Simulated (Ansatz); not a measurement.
`N[SiH2]N[SiH](N)F` + `CCC` → `CC[SiH2]N` + `CN[SiH](N)F`  (formal exchange of groups at the Si–N bond)

Gas-phase electronic energies from Ansatz, PBE0-D4/def2-TZVP geometries. CCSD(T)/CBS is the MP2 limit (def2-TZVPP, def2-QZVPP) plus CCSD(T) − MP2 in def2-TZVPP, frozen cores. Functionals use def2-TZVPP. B3LYP here is the variant with VWN-RPA as its local correlation; programs differ in this. One conformer a species, not always the lowest.

```tsv
level	ΔE (kJ/mol)	difference from CCSD(T)/CBS
PBE-D4	113.4	-9.7
r2SCAN-D4	121.7	-1.4
PBE0-D4	117.0	-6.1
B3LYP-D4	120.8	-2.3
ωB97X-V	118.3	-4.8
ωB97M-V	120.9	-2.2
B2PLYP	120.3	-2.8
PBE	109.7	-13.4
r2SCAN	120.8	-2.3
PBE0	113.8	-9.3
B3LYP	114.9	-8.2
HF/def2-TZVPP	121.8	-1.3
MP2/def2-TZVPP	126.8	3.7
SCS-MP2/def2-TZVPP	124.0	0.9
CCSD/def2-TZVPP	122.2	-0.9
CCSD(T)/def2-TZVPP	122.7	-0.4
HF/def2-QZVPP	121.9	-1.2
MP2/def2-QZVPP	127.1	4.0
SCS-MP2/def2-QZVPP	124.3	1.2
HF/CBS(def2)	121.9	-1.2
MP2/CBS(def2)	127.2	4.1
CCSD/CBS(def2)	122.6	-0.5
CCSD(T)/CBS	123.1	0
```

Largest T1 diagnostic among the species: 0.011.

The D4 term adds +5.8 kJ/mol with B3LYP and +3.3 kJ/mol with PBE0; it sums over pairs of atoms, weighted by their polarisabilities, and B3LYP, whose exchange is more repulsive, gets the larger term. From PBE to PBE0 (25 % exact exchange), in def2-TZVPP and without D4, ΔE moves by +4.1 kJ/mol.
